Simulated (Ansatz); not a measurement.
Cost and result for the atomization energy of CH5CuO2 (`C[O][Cu-][OH2+]`) (9 atoms, 8 bonds).

```xyz
9

C     0.069   -1.162   -1.586
O    -0.257    0.120   -1.169
Cu   -0.102    0.640    0.525
O     0.018    1.335    2.329
H    -0.105   -1.248   -2.670
H     1.127   -1.430   -1.418
H    -0.536   -1.953   -1.109
H     0.618    2.084    2.409
H    -0.832    1.614    2.687
```

Charge 0, multiplicity 1. For Cu the d shell is correlated and the shells below it are frozen. Scalar relativity is left out up to krypton. The structure was optimised at the PBE0-D4/def2-TZVP level. It is one conformer, not always the lowest. Program: Ansatz. All runs use 4 threads of an Arm Neoverse V2 on a shared host. Times are those of one run each, without the atoms' runs, and a repeat can differ threefold. Electronic energies, without spin–orbit coupling; frozen cores. CCSD(T)/CBS adds CCSD(T) − MP2 in def2-TZVPP to the MP2 limit, and its time is that of the two runs behind it. T1 = 0.025. With those shells the extrapolation isn't a true limit.

CCSD(T)/CBS is a level of theory with its own doubt, some kJ/mol a heavy atom from the limit and from the frozen cores, so smaller differences don't rank the functionals.

| level | functions | wall time |
| --- | --- | --- |
| LDA (SPW92)/def2-TZVPP | 227 | 1.1 s |
| revPBE-D4/def2-TZVPP | 227 | 1.6 s |
| BLYP-D4/def2-TZVPP | 227 | 1.8 s |
| PBE0-D4/def2-TZVPP | 227 | 2.3 s |
| BHLYP-D4/def2-TZVPP | 227 | 2.6 s |
| r2SCANh-D4/def2-TZVPP | 227 | 3.7 s |
| r2SCAN-D4/def2-TZVPP (with forces) | 227 | 4 s |
| B2PLYP/def2-TZVPP | 227 | 4.1 s |
| CCSD(T)/def2-SVP | 98 | 4.2 s |
| B97M-V/def2-TZVPP | 227 | 8 s |
| MP2/def2-QZVPP | 421 | 15 s |
| CCSD(T)/def2-TZVPP | 227 | 110 s |
| CCSD(T)/CBS(def2) | – | 2.1 min |

(1) What atomization energy does each give, and how far from CCSD(T)/CBS? (Best estimate.)

## Answers

(1) The calculation gave: 
```
                             level  atomization (kcal/mol)  difference from CCSD(T)/CBS  per bond
            LDA (SPW92)/def2-TZVPP                   841.4                        118.1      14.8
              revPBE-D4/def2-TZVPP                   711.4                        -11.9      -1.5
                BLYP-D4/def2-TZVPP                   721.7                         -1.6      -0.2
                PBE0-D4/def2-TZVPP                   710.1                        -13.2      -1.7
               BHLYP-D4/def2-TZVPP                   681.4                        -41.9      -5.2
             r2SCANh-D4/def2-TZVPP                   713.8                         -9.5      -1.2
r2SCAN-D4/def2-TZVPP (with forces)                   722.7                         -0.6      -0.1
                 B2PLYP/def2-TZVPP                   711.5                        -11.8      -1.5
                  CCSD(T)/def2-SVP                   678.6                        -44.7      -5.6
                 B97M-V/def2-TZVPP                   718.3                         -5.0      -0.6
                    MP2/def2-QZVPP                   731.8                          8.5       1.1
                CCSD(T)/def2-TZVPP                   700.9                        -22.4      -2.8
                 CCSD(T)/CBS(def2)                   723.3                          0.0       0.0
```

From PBE to PBE0 (25 % exact exchange), in def2-TZVPP and without D4, the atomization energy moves by −24.1 kcal/mol: exact exchange takes away binding that semilocal exchange gives to molecules. In def2-TZVPP, CCSD(T) changes the Hartree–Fock value by +221.9 kcal/mol (the triples alone add +13.5 kcal/mol) and MP2 by +239.5 kcal/mol; breaking electron pairs costs correlation energy, which Hartree–Fock lacks. At CCSD(T), def2-SVP lies −44.7 kcal/mol from the extrapolated value and def2-TZVPP −22.3 kcal/mol: correlation converges slowly with the basis, and small sets miss more of it in the bonded molecule than in its fragments.
